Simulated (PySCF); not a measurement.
LiCl, SMILES [Li][Cl]. Heavy atoms are numbered as in [Li:1][Cl:2].

Geometry: PBE0-D3(BJ)/def2-TZVPD.

Method: PySCF with B3LYP/pcSseg-2.

GIAO shieldings, no solvent; atoms alike by connectivity are averaged. δ = σ(ref) − σ: ³⁵Cl against HCl (σ = 930.0 ppm), references at their B3LYP-D3(BJ)/def2-TZVP geometries, non-relativistic (without spin–orbit terms, shifts of atoms bonded to Cl or Br come out too high).

Problem. Estimate the chemical shifts. (Estimate from the structure and the level; the computed values follow.)

Solution. 
```json
[
 {"nucleus": "³⁵Cl", "atoms": "Cl2", "count": "1", "δ (ppm)": "-68.5"}
]
```
